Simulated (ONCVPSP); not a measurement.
## What one change does to a pseudopotential (vanadium (V), ONCV)

```
Element                 : V (Z = 23)
Generator               : ONCVPSP 4.0.1
Type                    : optimised norm-conserving Vanderbilt (ONCV)
Functional              : PBE
Relativity              : scalar-relativistic
Frozen core             : [Ne]
Valence charge          : 13
Reference configuration : 3s2 3p6 3d3 4s0.5 (charge +1.5)
Partial waves           : 3s+4s: rc 1.50 bohr, ncon 4, nbas 7, qcut 6.7 1/bohr, 2 projectors; 3p: rc 1.65 bohr, ncon 3, nbas 7, qcut 10.1 1/bohr, 2 projectors, debl 1.1 Ha; 3d: rc 1.45 bohr, ncon 3, nbas 7, qcut 12.5 1/bohr, 2 projectors, debl 3.6 Ha
Local potential         : polynomial inside 1.10 bohr (lpopt 5, dvloc0 4 Ha)
Core correction         : Teter function fitted to the true core (icmod 2), fcfact 0.7
```

In the p channel the program set the typed energies aside and used -2.057, 0.250 Ha.

All-electron outer shells of the reference configuration (PBE, scalar-relativistic, ld1.x):

```json
{"shell": "2p", "level (eV)": "-515.00", "outermost node (bohr)": "–", "outermost maximum (bohr)": "0.21"}
{"shell": "3s", "level (eV)": "-82.15", "outermost node (bohr)": "0.38", "outermost maximum (bohr)": "0.82"}
{"shell": "3p", "level (eV)": "-55.96", "outermost node (bohr)": "0.35", "outermost maximum (bohr)": "0.84"}
{"shell": "3d", "level (eV)": "-16.83", "outermost node (bohr)": "–", "outermost maximum (bohr)": "0.90"}
{"shell": "4s", "level (eV)": "-14.27", "outermost node (bohr)": "1.16", "outermost maximum (bohr)": "2.53"}
```

Change: s: qcut 5.2.

Cutoffs: the cutoffs (Ha) at which the residual kinetic energy of the hardest occupied pseudo-wave falls to 1 and 0.1 mHa per electron; they do not see the model core or the augmentation charge, which bear on the density cutoff. Errors are all-electron minus pseudo energies relative to the spin-unpolarised reference configuration.

What does the change do?

The potential gets neither clearly harder nor softer (50 Ha and 58 Ha → 50 Ha and 58 Ha); the d channel sets the loose cutoff, while the largest relative change is in s, which becomes softer; the errors of the 4 common tests hardly move; neither file shows a bound ghost.

| quantity | base | changed |
| --- | --- | --- |
| cutoff, loose | 50 Ha | 50 Ha |
| cutoff, tight | 58 Ha | 58 Ha |
| loose cutoff by channel | s 18 Ha, p 24 Ha, d 50 Ha | s 15 Ha, p 24 Ha, d 50 Ha |
| bound ghosts | none | none |
| GHOST(+) flags under 300 eV | none | none |
| error for 3s2 3p6 3d3 4s2, meV [ΔE -14.02 eV] | +1.2 | +1.0 |
| error for 3s2 3p6 3d3 4s1, meV [ΔE -6.28 eV] | +0.4 | +0.4 |
| error for 3s2 3p6 3d3 4s0, meV [ΔE 8.01 eV] | -0.6 | -0.6 |
| error for 3s2 3p6 3d1 4s0, meV [ΔE 82.78 eV] | +161 | +165 |
| s: phases at 1.52 bohr within 0.05 rad from the reference energy up to (Ha; the scan ends near 5) | to the end of the scan | to the end of the scan |
| p: phases at 1.68 bohr within 0.05 rad from the reference energy up to (Ha; the scan ends near 5) | to the end of the scan | to the end of the scan |
| d: phases at 1.47 bohr within 0.05 rad from the reference energy up to (Ha; the scan ends near 5) | to the end of the scan | to the end of the scan |
| rms error of d²Exc/dni dnj with the model core, mHa | 1.47 | 1.58 |
